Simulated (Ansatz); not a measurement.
Coupled-cluster run, CH7FSi3 (`FC1[SiH2][SiH2][SiH2]1`).

```yaml
crystal:
  periodic: [false, false, false]
  atoms:
    - {symbol: F, position_ang: [-1.700554, -0.043032, 1.399120]}
    - {symbol: C, position_ang: [-0.776019, 0.799971, 0.751131]}
    - {symbol: Si, position_ang: [-0.825532, 0.394944, -1.127103]}
    - {symbol: Si, position_ang: [0.685616, -1.361017, -0.733424]}
    - {symbol: Si, position_ang: [0.985521, 0.104406, 1.078910]}
    - {symbol: H, position_ang: [-0.981312, 1.828458, 1.055121]}
    - {symbol: H, position_ang: [-0.144736, 1.495680, -1.865869]}
    - {symbol: H, position_ang: [-2.191786, 0.185057, -1.674167]}
    - {symbol: H, position_ang: [1.801098, -1.609743, -1.681954]}
    - {symbol: H, position_ang: [0.030367, -2.643295, -0.364366]}
    - {symbol: H, position_ang: [1.212368, -0.361082, 2.472409]}
    - {symbol: H, position_ang: [1.981671, 1.154551, 0.724290]}
basis:
  gaussian: {orbitals: def2-TZVPP}
correlation: {method: ccsd_t}
```

```sh
$ ansatz run in.yaml --threads 4 --pin off --events-out ev --progress --plain --max-ram 10444MiB
```

The program prints (abridged):

```
Functional definition: HF
1660 factors; integrals over basis functions are off by at most 1.1e-3 eV
mean field evaluation 1: about -27432.0826 eV, gradient 2.7e1 eV
mean field evaluation 2: about -27432.4392 eV, gradient 2.7e1 eV
mean field evaluation 4: about -27435.1892 eV, gradient 4.6e0 eV
mean field evaluation 8: about -27435.2630 eV, gradient 2.7e-1 eV
mean field -27435.26339739 eV, -1008.2273335646 hartree, gradient 6.2e-6 eV, S^2 0.000000; 0 other end points of the search recorded, 0 dependent functions left out
17 core orbitals not correlated: weight in the atoms' cores, before any rotation towards them, 1.000 or more for the frozen orbitals, at most 0.000 for the correlated occupied ones
reference -27435.26339739 eV, -1008.2273335646 hartree; 15, 15 occupied and 254, 254 virtual orbitals, 1660 factors
second order -21.27177831 eV of doubles, -0.00000000 eV of singles
cycle   1  -22.23514549 eV  change   -9.6e-1 eV  update   1.1e-1
cycle   2  -22.87098825 eV  change   -6.4e-1 eV  update   3.6e-2
cycle   3  -23.00314710 eV  change   -1.3e-1 eV  update   1.9e-2
cycle   4  -22.99372462 eV  change    9.4e-3 eV  update   4.7e-3
cycle   5  -22.99011936 eV  change    3.6e-3 eV  update   2.1e-3
cycle   6  -22.99036342 eV  change   -2.4e-4 eV  update   6.0e-4
cycle   7  -22.99006834 eV  change    3.0e-4 eV  update   2.2e-4
cycle   8  -22.98999369 eV  change    7.5e-5 eV  update   6.9e-5
cycle   9  -22.99003135 eV  change   -3.8e-5 eV  update   2.9e-5
cycle  10  -22.99003933 eV  change   -8.0e-6 eV  update   1.1e-5
perturbative correction -0.88933151 eV, -0.0326823301 hartree
Total energy: -27459.14276822 eV, -1009.1048842567 hartree
```

Hardware: 4 threads of an Intel Xeon on a shared host. Wall time 120 s, peak host memory 8 GiB.

The correlation energy is -23.879 eV, 3.7 % of it from (T); the T1 diagnostic reads 0.0139.
